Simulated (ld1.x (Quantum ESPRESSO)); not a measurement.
## u(r) = r·R(r): atom against pseudo-atom (Zn (Z = 30))

Columns: radius, all-electron u(r) and pseudo u(r) of the 4s shell (level -6.00 eV) of zinc in the configuration [Ne] 3s2 3p6 3d10 4s2 4p0; PBEsol, scalar-relativistic, PAW scheme, ld1.x (Quantum ESPRESSO) 7.5.

```tsv
r (bohr)	all-electron	pseudo
0.065	-0.0001	0.1295
0.130	-0.1583	0.2480
0.195	-0.1386	0.3457
0.260	-0.0203	0.4157
0.325	0.1107	0.4539
0.390	0.2107	0.4600
0.455	0.2659	0.4368
0.520	0.2784	0.3894
0.585	0.2567	0.3241
0.650	0.2105	0.2478
0.715	0.1483	0.1663
0.780	0.0771	0.0840
0.845	0.0021	0.0038
0.910	-0.0730	-0.0731
0.975	-0.1459	-0.1460
1.040	-0.2148	-0.2148
1.105	-0.2788	-0.2788
1.170	-0.3374	-0.3374
1.235	-0.3903	-0.3903
1.300	-0.4375	-0.4375
1.365	-0.4792	-0.4792
1.430	-0.5156	-0.5156
1.495	-0.5470	-0.5470
1.560	-0.5739	-0.5739
1.625	-0.5965	-0.5965
1.690	-0.6151	-0.6151
```

(1) How many radial nodes do the two functions have?

(2) At about which radius was the pseudo-wave matched?

(3) Is the pseudo-wave norm-conserving?

## Answers

(1) The all-electron 4s function has n − l − 1 = 3 (the table is too coarse to show those close to the nucleus); the pseudo-wave has 1, since 1 lower shell of the same l stays in the valence.

(2) 1.05 bohr. The columns agree to 0.0005 from 0.91 bohr on; several derivatives are matched, so the curves merge somewhat inside the radius.

(3) No, it belongs to a PAW set: the norm inside the radius is not constrained, and the difference is carried by the augmentation charge.
